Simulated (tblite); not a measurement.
C5H12O2Si.
Numbering: `[CH3:1][CH:2]([CH3:3])[C:4](=[O:5])[CH2:6][SiH2:7][OH:8]` (hydrogens: H9, H10, H11 on C1; H12 on C2; H13, H14, H15 on C3; H16, H17 on C6; H18, H19 on Si7; H20 on O8)

Structure optimised with GFN2-xTB, isolated species.

(1) List the bond lengths, angles and torsions at this level.

Results:

(1) 
| bond | length (pm) |
| --- | --- |
| C1–C2, C2–C3 | 152.9 |
| C2–C4 | 151.9 |
| C4=O5 | 121.8 |
| C4–C6 | 147.8 |
| C6–Si7 | 193.1 |
| Si7–O8 | 161.2 |
| C1–H9 and 5 like bonds | 108.8 |
| C2–H12 | 109.5 |
| C6–H16, C6–H17 | 108.6 |
| Si7–H18, Si7–H19 | 146.0 |
| O8–H20 | 96.5 |

Bonds in one row agree within 1 pm and their mean is given. A selection of angles:
| angle | degrees |
| --- | --- |
| C1–C2–C3 | 111.0 |
| C1–C2–C4 | 107.5 |
| C3–C2–C4 | 111.1 |
| C2–C4–O5 | 122.1 |
| C2–C4–C6 | 116.3 |
| O5–C4–C6 | 121.6 |
| C4–C6–Si7 | 104.8 |
| C6–Si7–O8 | 107.0 |
| H20–O8–Si7 | 117.7 |

Dihedral angles: C1–C2–C4–O5 97° (anticlinal); C2–C4–C6–Si7 -108° (anticlinal); C4–C6–Si7–O8 -45° (synclinal); H20–O8–Si7–C6 14° (synperiplanar). The mirror-image conformer, all signs reversed, is as good.

Of the pairs four or more bonds apart, those above aside, C4···H20 is among the closest relative to their van der Waals radii: 2.57 Å, 89 % of the sum of Bondi's values. Si7 (oxygen-bound silicon) is distorted tetrahedral (angles from 107.0° to 113.5°). The 4 C–C bonds span 1.478 Å (C4–C6, drawn single) to 1.533 Å (C1–C2, drawn single), a spread of 0.055 Å. H20 on O8 lies 2.03 Å from O5, 5 bonds away (angle at H 135°; Bondi radii sum to 2.72 Å).

Point group: C1 (no symmetry element, even within 0.4 Å). Its GFN2-xTB frequencies are all real (lowest 36 cm⁻¹). One conformer, not necessarily the lowest (C1–C2–C4–O5 97°, C2–C4–C6–Si7 -108°, C4–C6–Si7–O8 -45°, C6–Si7–O8–H 14°).

Hardware: an Arm Neoverse V1 with one thread, shared host with 32 logical CPUs at a one-minute load of 22. Cost: 1.0 s wall. That covers the optimisation of the geometry.

The numbers are calculated, not measured.
